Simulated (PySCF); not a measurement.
## EPR parameters of [C6H8FN]-

Compound: C₆H₈FN (charge -1 and doublet state).
Structure used (GFN2-xTB), in Å, numbered top down from 1:
```
atom  x, y, z in Å
C1    -1.178   -1.317   -0.511
C2    -0.371   -0.030   -0.690
C3    -0.886    1.111    0.217
C4     0.216    1.340    1.203
C5     1.300    0.562    0.830
F6     2.506    0.600    1.519
C7     1.079   -0.256   -0.279
N8     1.839   -1.114   -0.947
H9    -0.717   -2.111   -1.093
H10   -1.176   -1.611    0.537
H11   -2.214   -1.186   -0.836
H12   -0.421    0.252   -1.749
H13   -1.105    2.016   -0.378
H14   -1.835    0.829    0.701
H15    0.182    2.074    1.988
H16    2.772   -1.151   -0.524
```

The hyperfine couplings belong to this conformer and change with its torsions.

As a line formula: `C[C@H]1CC=C(F)[C]1[NH-]` [radical] (charge -1).

Theory: PySCF 2.14.0, UKS B3LYP, pcH-1 on C F H N, non-relativistic, mean-field spin-orbit, GIAO. Whether the extra electron is bound in the gas phase wasn't checked; a finite basis holds it in any case. Couplings are sensitive to structure, and on GFN2-xTB geometries they can be far from those on DFT ones, by a factor of two or more for some ions and for spin on atoms past the first row. No stability test was run, so a lower SCF solution isn't excluded.

```
g1, g2, g3        : 2.00212, 2.00326, 2.00368
g_iso             : 2.00302
Form of g         : rhombic: the two nearest values differ by 27 % of g3 − g1
⟨S²⟩              : 0.7593 (exact 0.7500)
α and β electrons : 31, 30
Total energy      : -388.02835 Eh
```

Hyperfine couplings atom by atom, in 10⁻⁴ cm⁻¹; T1 to T3 are the principal values of the dipolar part (1 × 10⁻⁴ cm⁻¹ = 2.998 MHz):

```csv
atom,isotope,a_iso,T1,T2,T3,Mulliken spin population
C1,13C,6.8,-0.4,-0.2,0.6,0.01
C2,13C,-3.0,-0.4,0.1,0.3,-0.01
C3,13C,-4.8,-0.2,-0.1,0.3,-0.03
C4,13C,13.9,-14.0,-13.6,27.6,0.51
C5,13C,-5.0,-3.0,-2.2,5.2,0.04
F6,19F,1.3,-4.1,-3.7,7.8,0.00
C7,13C,-0.2,-5.7,-4.3,10.0,0.14
N8,14N,4.3,-5.4,-5.3,10.8,0.33
H9,1H,-0.3,-0.7,-0.2,1.0,0.00
H10,1H,-0.2,-0.5,-0.4,0.9,0.00
H11,1H,-0.5,-0.5,-0.4,0.9,0.00
H12,1H,5.2,-0.9,-0.2,1.1,0.01
H13,1H,15.3,-1.0,-0.6,1.6,0.02
H14,1H,10.5,-1.0,-0.7,1.7,0.01
H15,1H,-11.2,-7.2,0.6,6.7,-0.03
H16,1H,-6.6,-5.7,-1.6,7.2,-0.01
```

Largest spin populations (Mulliken): C4 (+0.51), N8 (+0.33) and C7 (+0.14). The angles at C4 add up to 359.6°, so it is planar.

C7, the radical centre as drawn in `C[C@H]1CC=C(F)[C]1[NH-]`, holds a spin population of +0.14 out of 1.

Axes: g2 points within 14° of the C7–N8 bond and g3 points within 7° of the N8–H16 bond.

Under fast tumbling the dipolar parts average out, and these isotropic splittings remain (the largest six): 1 × 1H (H13, I = 1/2, 2 lines) with 1.63 mT, 1 × 1H (H15, I = 1/2, 2 lines) with 1.20 mT, 1 × 1H (H14, I = 1/2, 2 lines) with 1.12 mT, 1 × 1H (H16, I = 1/2, 2 lines) with 0.70 mT, 1 × 1H (H12, I = 1/2, 2 lines) with 0.56 mT and 1 × 14N (N8, I = 1, 3 lines) with 0.46 mT.

Nuclei that the bonding pattern makes equivalent are averaged, as if the motion that swaps them (rotation, inversion, ring flip) were fast.

The 13C coupling of C4 (41.8 MHz) shows only in satellite lines or after enrichment, since that isotope makes up about 1.07 % of natural carbon.
